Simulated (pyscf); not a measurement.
H₃C–CH₂–SiH: (SMILES CC[SiH]), singlet

Gas-phase minimum from PySCF at ωB97X-D3(BJ)/def2-SVP, one conformer. H₃C–CH₂–SiH: [singlet] lies 20.7 kcal/mol over its isomer H₂C=CH–SiH₃, and others may lie lower still (electronic energy, ωB97M-D3(BJ)). 

```xyz
9

C      0.0765     1.0617    -1.1180
C      0.4928     0.2808     0.1313
Si     1.1276     1.3186     1.5958
H     -0.7368     1.7713    -0.8933
H      0.9164     1.6533    -1.5180
H     -0.2759     0.3986    -1.9251
H     -0.3417    -0.3402     0.5155
H      1.2846    -0.4599    -0.1015
H      1.3778     0.1087     2.5014
```
Charge 0, spin multiplicity 1.

Bonds (Å): C1–C2 1.531, C1–H4 1.102, C1–H5 1.102, C1–H6 1.102, C2–Si3 1.904, C2–H7 1.109, C2–H8 1.109, Si3–H9 1.532. Bond angles (°): C2–C1–H4 111.3, C2–C1–H5 111.3, C2–C1–H6 112.2, H4–C1–H5 106.9, H4–C1–H6 107.5, H5–C1–H6 107.5, C1–C2–Si3 116.1, C1–C2–H7 111.3, C1–C2–H8 111.3, Si3–C2–H7 106.8, Si3–C2–H8 106.7, H7–C2–H8 103.7, C2–Si3–H9 94.5.

Properties at ωB97X-D3(BJ)/def2-SVP:

```
Item                                                                                                                                                                                                                                      Result
---------------------------------------------------------------------------------------------------------------------  -------------------------------------------------------------------------------------------------------------------------
Harmonic wavenumbers, unscaled                                                                                         117, 254, 265, 473, 621, 814, 908, 975, 1088, 1242, 1247, 1392, 1420, 1480, 1488, 2059, 3029, 3058, 3073, 3146, 3148 cm⁻¹
Zero-point energy                                                                                                                                                                                                                  44.7 kcal/mol
Rotational symmetry number                                                                                                                                                                                                                     1
Entropy of this conformer at 298 K and 1 atm, rigid rotor and harmonic oscillator, modes under 100 cm⁻¹ raised to 100                                                                                                            292.9 J/(mol K)
Dipole moment                                                                                                                                                                                                                             1.20 D
```

Single-point totals, which compare only within one level (frozen core for MP2 and CC):

```csv
level,total energy (hartree)
ωB97X-D3(BJ)/def2-TZVP,-369.35290
PBE/def2-TZVP,-369.01362
r²SCAN/def2-TZVP,-369.19611
B3LYP-D3(BJ)/def2-TZVP,-369.32183
PBE0-D3(BJ)/def2-TZVP,-369.06170
M06-2X/def2-TZVP,-369.21686
ωB97M-D3(BJ)/def2-TZVP,-369.34651
HF/def2-TZVPP,-368.13278
MP2/def2-TZVPP,-368.59261
CCSD/def2-TZVPP,-368.63877
CCSD(T)/def2-TZVPP,-368.65819
```

Soft torsions are taken as harmonic, which can shift the entropy by several J/(mol K). The CCSD(T) − MP2 part came from Ansatz, without density fitting, on the same reference.
